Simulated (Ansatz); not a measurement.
Geometry optimisation of GeBr2⁻.

```yaml
crystal:
  periodic: [false, false, false]
  atoms:
    - {symbol: Ge, position_ang: [0.366220, -0.972380, -0.056470]}
    - {symbol: Br, position_ang: [-2.062720, -0.227840, 0.090580]}
    - {symbol: Br, position_ang: [1.696500, 1.200220, -0.034110]}
basis:
  gaussian: {orbitals: def2-TZVPD}
total_charge: -1
magnetization: {spin_polarized: true, initial_magnetization: 1}
hamiltonian: {xc: {name: B3LYP}, dispersion: d4}
scf: {lower_state_search: "off"}
output: {orbitals: {seedname: orbitals}}
relax: {f_tol: 0.02, max_steps: 100}
```

```sh
$ ansatz run in.yaml --threads 4 --pin off --events-out ev --progress --plain --max-ram 3916MiB
```

Shortened log:

```
Functional definition: B3LYP
mean field -196617.91087498 eV, -7225.5749522488 hartree, gradient 5.2e-6 eV, S^2 0.753171; 0 other end points of the search recorded, 0 dependent functions left out
relax step   1: F+E_penalty+E_count = -196618.09708566 eV  Δ(F+E_penalty+E_count) = +0.000e0 eV  max|allowed force component| = 9.369e-2 eV/Å  Δτ_max = 0.0000 Å  (17 SCF iters, accepted)
mean field -196617.91226205 eV, -7225.5750032228 hartree, gradient 3.7e-6 eV, S^2 0.753165; 0 other end points of the search recorded, 0 dependent functions left out
relax step   2: F+E_penalty+E_count = -196618.10293702 eV  Δ(F+E_penalty+E_count) = -5.851e-3 eV  max|allowed force component| = 7.461e-2 eV/Å  Δτ_max = 0.0693 Å  (21 SCF iters, accepted)
mean field -196617.91301269 eV, -7225.5750308082 hartree, gradient 3.8e-6 eV, S^2 0.753172; 0 other end points of the search recorded, 0 dependent functions left out
relax step   3: F+E_penalty+E_count = -196618.10342373 eV  Δ(F+E_penalty+E_count) = -4.867e-4 eV  max|allowed force component| = 1.904e-2 eV/Å  Δτ_max = 0.0124 Å  (23 SCF iters, accepted)
Total energy: -196618.10365017 eV, -7225.5820366064 hartree
Atom 0 at     0.379045    -1.003638    -0.058336 Å, force     0.007577    -0.019043    -0.001125 eV/Å
Atom 1 at    -2.012777    -0.190371     0.089661 Å, force    -0.012961     0.006198     0.000873 eV/Å
Atom 2 at     1.633732     1.194009    -0.031325 Å, force     0.005384     0.012845     0.000252 eV/Å
Dipole moment:     0.070893    -0.187994    -0.010922 e Å
Checks for a lower state left out: stability, starts, cluster_reference, orbital_swaps, neighbouring_geometries, increment
```

Hardware: 4 threads of Intel Xeon on a shared host. Wall time 26 s, peak host memory 0.59 GiB.

The highest occupied level of the charge -1 doublet lies above zero (up to 0.07 eV). By energy differences its removal costs 2.03 eV (vertical, to the charge 0 singlet, at PBE0-D4/def2-TZVPD). The relaxation made no stability test and no search for a lower SCF solution. The structure comes from a short search, and lower isomers may exist.
